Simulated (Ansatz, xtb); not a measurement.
**C2H7AlO2: which of two isomers lies lower**

Structure a: `C[CH2][Al]([OH])[OH]`, a singlet. Structure b: `C[O][Al]([CH3])[OH]`, a singlet. Both are isolated molecules in the gas phase, relaxed with PBE0-D3(BJ)/def2-SVP; the shapes shown needn't be the lowest conformers.

a (Å):

```xyz
12

C     0.3753    0.3735   -0.9898
C     1.3988    0.5251    0.1348
Al   -1.3649    1.1850   -0.6852
O    -2.4950    1.1917   -1.9608
O    -1.6988    1.8528    0.8467
H     0.7688    0.7837   -1.9376
H     0.1961   -0.6955   -1.2097
H     1.0325    0.0974    1.0810
H     2.3534    0.0266   -0.1025
H     1.6265    1.5831    0.3394
H    -3.3866    1.5391   -1.9687
H    -2.4971    2.2803    1.1554
```

b (Å):

```xyz
12

C     0.1156   -0.5846   -1.5538
C    -0.5531    3.0165    1.0859
Al   -0.9806    1.2520    0.4201
O    -0.0116    0.5631   -0.7924
O    -2.3181    0.4157    1.0657
H     0.0501   -0.3534   -2.6329
H    -0.6622   -1.3431   -1.3350
H     1.0964   -1.0658   -1.3848
H    -1.3391    3.4001    1.7535
H     0.3930    3.0000    1.6514
H    -0.4185    3.7322    0.2594
H    -2.6224   -0.4598    0.8255
```

Question: Which of the two would you expect CCSD(T)/def2-SVP + ΔMP2/def2-TZVPP electronic energies to favour?

Answer: Structure a; the calculation gives E(b) − E(a) = +41.6 kJ/mol.

How the difference moves with the method:

```tsv
level	geometry	E(b) − E(a) (kJ/mol)	departure from the last row (kJ/mol)	job, with rough time for the two
PBE0-D3(BJ)/def2-SVP	PBE0-D3(BJ)/def2-SVP	+30.4	−11.2	optimisation, 3.1 min
HF/def2-SVP	PBE0-D3(BJ)/def2-SVP	+21.1	−20.4	part of the CCSD(T) run
MP2/def2-SVP	PBE0-D3(BJ)/def2-SVP	+38.2	−3.4	part of the CCSD(T) run
CCSD(T)/def2-SVP	PBE0-D3(BJ)/def2-SVP	+32.7	−8.9	single point
CCSD(T)/def2-SVP + ΔMP2/def2-TZVPP	PBE0-D3(BJ)/def2-SVP	+41.6		single point, 56 s
```

As drawn, b has 1 C–O, 1 C–H in place of 1 C–C, 1 O–H.

The levels shown agree on the order. The largest departure from CCSD(T)/def2-SVP + ΔMP2/def2-TZVPP is that of HF/def2-SVP, 20.4 kJ/mol. A small imaginary or near-zero mode remains, so no thermal terms are given. Levels run at GFN2-xTB geometries aren't shown. The last row adds to CCSD(T) the change of the MP2 difference between the two basis sets, here +8.9 kJ/mol.

The correlated steps freeze 9 core orbitals. Codes used: Ansatz 0.2.0; the last row on 2 threads of Intel(R) Xeon(R) Processor @ 2.50GHz (Skylake/Cascade Lake) on a shared host.
